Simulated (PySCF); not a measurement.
Sn(H)(F)2(Vi), C2H4F2Sn, SMILES C=[CH][SnH]([F])[F], singlet (B3LYP/def2-SVP optimised geometry):

```
9

Sn    -0.715    -0.817     0.000
F     -1.108    -1.561    -1.750
F      1.228    -0.817     0.000
C     -1.421    -2.161     1.493
C     -2.239    -1.759     2.471
H     -1.228     0.817     0.000
H     -1.094    -3.204     1.429
H     -2.590    -0.725     2.567
H     -2.604    -2.456     3.235
```

Computed with B3LYP/def2-TZVP, def2 effective core potentials past Kr (PySCF 2.14.0).

Problem. What are the frontier orbital energies and the dipole moment?

Solution. HOMO-2 -10.13 eV, HOMO-1 -8.96 eV, HOMO -8.73 eV, LUMO -1.68 eV, LUMO+1 -1.32 eV; dipole moment 4.51 D.

On the same geometry PBE/def2-TZVP, def2 effective core potentials past Kr (PySCF) gives HOMO-2 -8.58 eV, HOMO-1 -7.80 eV, HOMO -7.75 eV, LUMO -2.39 eV, LUMO+1 -1.95 eV; dipole moment 4.29 D.
